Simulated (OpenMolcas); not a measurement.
## neutral arsenic: CASPT2 settings compared

```json
{
 "Program": "OpenMolcas 26.06",
 "Basis": "ANO-RCC-VDZ [5s4p1d]",
 "Scalar Hamiltonian": "DKH2, point nucleus",
 "Active space": "3 electrons in 3 orbitals (4p)",
 "State averaging": "2S+1 = 4 odd, 1 root; 2S+1 = 2 odd, 8 roots",
 "Spin-orbit coupling": "RASSI with atomic mean-field integrals over the reference wave functions, term energies averaged over their components"
}
```

Methods on the same reference wave functions:
A. CASSCF
B. SS-CASPT2, IPEA 0.75 Eh, imaginary shift 0.4 Eh (closed shells correlated: 3s 3p 3d 4s)
C. XMS-CASPT2, IPEA 0.6 Eh, no level shift (closed shells correlated: 3d 4s)
D. XMS-CASPT2, IPEA 0.6 Eh, imaginary shift 0.05 Eh (closed shells correlated: 4s)

Energies in cm⁻¹ above 4s² 4p³ ⁴S°_3/2, the measured ground level; measured values from NIST Handbook of Basic Atomic Spectroscopic Data.

```tsv
Level	A	B	C	D	Measured
4s² 4p³ ⁴S°_3/2	0.0	0.0	0.0	0.0	0.0
4s² 4p³ ²D°_3/2	14437	13840	13650	13770	10593
4s² 4p³ ²D°_5/2	14623	14090	13920	14040	10915
4s² 4p³ ²P°_1/2	24149	21140	20390	20460	18186
4s² 4p³ ²P°_3/2	24398	21460	20730	20800	18648
```

Deviations, from unrounded energies. A percentage is the sum of absolute deviations over the sum of measured energies, with the sign that they share, or ± where signs differ.

```csv
Against measurement,Levels,A,B,C,D
mean absolute deviation (cm-1),4,4800,3000,2600,2700
other terms of the ground configuration (%),4,+33.0,+20.9,+17.7,+18.4
```

C, D lie about equally close to measurement and A furthest from it. The largest miss of C in the table is 4s² 4p³ ²D°_3/2, by +3100 cm-1. The ranking rests on the paired levels alone, and a cruder setting can come out closer through cancelling errors.

Among B to D the level of the table that moves most is 4s² 4p³ ²P°_1/2, by 750 cm-1 (lowest in C, highest in B). Moves below CASPT2's spread within the term are not significant.

The mean deviations of B to D differ by less than CASPT2's widest spread within a term (530 cm-1), so their order carries little weight.

From A to B the spin-free energies of the other terms of 4s² 4p³ shown, above ⁴S°, scale by factors of 0.87 to 0.96.

The lowest spin-free term lies below A's lowest term by 0.009 hartree in B, 0.009 hartree in C, 0.008 hartree in D.

CASPT2 does not keep the components of a term degenerate, so their means are used; among the terms shown or strongly mixed into the levels shown the widest spread is 530 cm-1 (4s² 4p³ ²P°, D). With the s shell closed, the reference lacks s² → p² mixing. Without dynamic correlation excited terms often stand tens of per cent too high (terms of higher spin than the ground term too low), and those without a measured partner can miss by more than the paired ones (holds for A). Some terms miss by over 15 % even with CASPT2, which points to a basis or an active space too small for the shells correlated (holds for B; C; D). Computed and measured levels are paired by configuration, term and J; levels that our copy of the source lacks, or whose pairing is in doubt (as where it misses far off the trend of its configuration), stay unpaired and out of the deviations. Only configurations of the active space appear.

° marks odd parity.
